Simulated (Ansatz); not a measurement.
CH4BF2Ga from Hartree–Fock to CCSD(T)

```json
{"atom": "B1", "x (Å)": "-0.718", "y (Å)": "0.050", "z (Å)": "-0.707"}
{"atom": "C2", "x (Å)": "0.082", "y (Å)": "-1.157", "z (Å)": "-0.508"}
{"atom": "F3", "x (Å)": "-0.341", "y (Å)": "-2.264", "z (Å)": "0.059"}
{"atom": "F4", "x (Å)": "1.339", "y (Å)": "-1.336", "z (Å)": "-0.850"}
{"atom": "Ga5", "x (Å)": "0.340", "y (Å)": "0.945", "z (Å)": "0.925"}
{"atom": "H6", "x (Å)": "-1.883", "y (Å)": "0.066", "z (Å)": "-0.469"}
{"atom": "H7", "x (Å)": "-0.135", "y (Å)": "0.961", "z (Å)": "-1.272"}
{"atom": "H8", "x (Å)": "1.872", "y (Å)": "0.740", "z (Å)": "1.163"}
{"atom": "H9", "x (Å)": "-0.555", "y (Å)": "1.997", "z (Å)": "1.659"}
```

Total charge 0; spin multiplicity 1. Correlated methods include outer-core shells of Ga, which these sets cover unevenly. Scalar relativity is left out up to krypton. The bonds changed during the relaxation, so this is another structure than the one it started from. All single points use the PBE0-D4/def2-TZVP geometry. Frozen core, restricted reference, Ansatz.

```csv
basis,HF (Eh),MP2 corr.
def2-SVP,-2186.47884,-0.81687
def2-TZVPP,-2187.05253,-1.00810
def2-QZVPP,-2187.10477,-1.32066
```

Estimate the CCSD correlation energy and the (T) correction in each basis where they were run (hartree).


| basis | CCSD corr. | (T) |
| --- | --- | --- |
| def2-SVP | -0.84018 | -0.02440 |
| def2-TZVPP | -1.02751 | -0.03925 |
